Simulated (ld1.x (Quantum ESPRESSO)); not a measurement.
# Varying the TM semilocal potential for Tc (Z = 43)

Base potential:

| Item | Value |
| --- | --- |
| Element | Tc (Z = 43) |
| Generator | ld1.x (Quantum ESPRESSO) 7.5 |
| Type | norm-conserving Troullier–Martins (semilocal form) |
| Functional | PBE |
| Relativity | scalar-relativistic |
| Frozen core | [Kr] |
| Valence charge | 7 |
| Reference configuration | 4d5 5s2 5p0 |
| Partial waves | 5p (bound, empty): rc 1.40 bohr; 4d (bound): rc 1.65 bohr; 5s (bound): rc 1.95 bohr |
| Local potential | the s channel |
| Core correction | Bessel-smoothed model core inside 0.95 bohr |

Cutoffs, loose and tight: the cutoffs (Ry, on a coarse ladder) from which the occupation-weighted sum of valence levels, in a spherical-Bessel basis at the reference potential, stays within 10 and 1 mRy of its value at 400 Ry. They do not see the model core or the augmentation charge, which bear on the density cutoff. Test errors are all-electron minus pseudo excitation energies from the reference, over the configurations 4d5 5s1 5p0; 4d5 5s0 5p0; 4d4 5s0 5p0; 4d6 5s0 5p0; 4d3 5s0 5p0; 4d5 5s1.5 5p0; 4d6 5s1 5p0. A dash means not determined; rows that change the core or the reference have their own tests.

Cutoffs are not given where the Bessel-basis levels miss the radial ones by over 6 mRy, ghosts where they miss by over 20 mRy; a channel whose overlap is not positive is not tested.

For the base: The 5p radius (1.40 bohr) lies inside the outermost node of the all-electron wave (1.45 bohr), which a nodeless pseudo-wave cannot match soundly.

In the semilocal form every listed channel keeps its own potential, so the choice of the local channel does not act on these tests. It acts once the file is put into the separable form.

A semilocal file is local in each channel, so a ghost entry of none says nothing of the separable form that plane-wave codes build from it.

```csv
change,outcome,bound ghosts,largest test error (meV)
base,generated,not determined,-795
core correction Bessel-smoothed model core inside 0.72 bohr,generated,not determined,-795
wave 5p (bound): rc 1.40 bohr becomes 5p (bound): rc 0.94 bohr,generated,not determined,-795
local potential the d channel,generated,not determined,-795
wave 4d (bound): rc 1.65 bohr becomes 4d (bound): rc 1.18 bohr,generated,not determined,-789
wave 5s (bound): rc 1.95 bohr becomes 5s (bound): rc 2.46 bohr,generated,not determined,-613
functional LDA (PZ),generated,not determined,-772
"type PAW, which also changes the form from semilocal to separable; waves now 5s (bound): rcut 1.70, rcutus 1.95 bohr; 5s channel at 4.35 Ry: rcut 1.70, rcutus 1.95 bohr; 5p (bound): rc 1.40 bohr; 5p channel at 0.75 Ry: rc 1.40 bohr; 4d (bound): rcut 1.45, rcutus 1.65 bohr; 4d channel at 0.05 Ry: rcut 1.45, rcutus 1.65 bohr; local potential all-electron potential smoothed inside 1.95 bohr (lloc = -1); augmentation PSQ, inside the norm-conserving radii",failed: invmat: error in DGETRF,–,–
```
